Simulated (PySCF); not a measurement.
fluoromethane (CH3F), singlet, at a GFN2-xTB geometry. Base run: M06L/3-21G (PySCF).

PySCF was given this input:
```python
from pyscf import gto, scf, dft

mol = gto.Mole()
mol.atom = '''
    C    -0.613811    0.098371    0.071279
    F     0.724395   -0.116093   -0.084121
    H    -0.862059   -0.060325    1.121287
    H    -0.828702    1.125010   -0.227318
    H    -1.145932   -0.610070   -0.564556
'''
mol.basis = '3-21g'
mol.charge = 0
mol.spin = 0
mol.verbose = 5
mol.build()

mf = dft.RKS(mol)
mf.xc = 'm06l'
mf.kernel()
```

The base run was repeated with changes; each row names its change, and settings that it needs were set with it.

```csv
change,ΔE vs base (mEh),grid points,electrons on the grid
base,0.000,57808,18.00000
"grids.atom_grid = (99, 590)",0.019,162936,18.00000
grids.level = 7,0.017,326008,18.00000
"grids.atom_grid = (30, 110)",-3.534,12328,18.00042
grids.prune = dft.gen_grid.sg1_prune,-0.213,25632,17.99996
grids.level = 1,1.573,17896,18.00003
grids.prune = off,0.003,90600,18.00000
grids.level = 5,0.017,157480,18.00000
grids.radi_method = delley,0.011,62880,18.00000
grids.level = 0,-14.539,4032,17.99431
"grids.atom_grid = (150, 974)",0.017,407704,18.00000
```
